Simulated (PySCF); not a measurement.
How the method changes the constants of SbF

State: ³Σ⁻ (triplet), unpaired electrons π ↑↑. Set-up: PySCF, scalar-relativistic core potentials, basis sets Sb def2-SVPD with ECP28, F def2-SVPD. De refers to Sb + F in their high-spin ground configurations, without counterpoise correction. The functionals are run spin-unrestricted. A positive dipole means Sb(−)F(+).

```
      Level  Re (Å)  ωe (cm⁻¹)  De (eV)  μ (D)  CPU s a point (SCF and correlation, without the integrals)
        UHF   1.942        626     2.12  -2.94                                                        0.25
    UHF-MP2   1.977        586     4.03    n/a                                                        0.35
UHF-SCS-MP2   1.978        583     3.91    n/a                                                         n/a
   UHF-CCSD   1.972        593     3.66    n/a                                                         n/a
UHF-CCSD(T)   1.978        582     3.78    n/a                                                         7.6
        PBE   1.993        563     4.43  -2.64                                                        0.43
     r²SCAN   1.968        590     4.11  -2.58                                                        0.56
    r²SCANh   1.961        598     3.97  -2.62                                                        0.62
      B3LYP   1.980        578     4.17  -2.82                                                        0.51
       PBE0   1.966        594     3.99  -2.72                                                        0.73
       MN15   1.965        599     4.09  -2.84                                                        0.65
    LC-ωPBE   1.959        606     4.08  -2.77                                                        0.57
```

Which functional lies closest to UHF-CCSD(T) in De, which farthest, and by how much do they differ from it?

Closest is r²SCANh (-1.7 pm in Re, +2.7 % in ωe, +0.19 eV in De against UHF-CCSD(T) in the same basis), farthest PBE (+1.5 pm in Re, -3.3 % in ωe, +0.65 eV in De). CCSD(T) converges more slowly with the basis than the functionals do and binds too weakly in this one, so the order can change at the basis-set limit.

What does a quarter of exact exchange do here, going from PBE to PBE0?

PBE0 less PBE: -2.7 pm in Re, +5.5 % in ωe, -0.44 eV in De. Exact exchange removes part of the self-interaction that spreads semilocal densities, and in most molecules shortens and stiffens the bond and lowers De; so it does here.

What does the step from GGA to meta-GGA do here, going from PBE to r²SCAN?

r²SCAN less PBE: -2.5 pm in Re, +4.8 % in ωe, -0.32 eV in De. 

Correlated steps freeze 5 core orbitals. Correlated levels converge slowly with the basis: in double zeta they bind strong bonds too weakly, by up to about 1 eV, and carry superposition errors of some tenths. These are scalar-relativistic numbers at best; spin–orbit coupling would shift them, the dissociation energy most. The state is the lowest determinant that a PBE0 search found; another state may lie lower at other levels.

The whole job (state search and all levels along the bond) took about 2.3 min on 1 thread of Intel Xeon 6975P-C (shared host), peak memory 0.7 GiB.
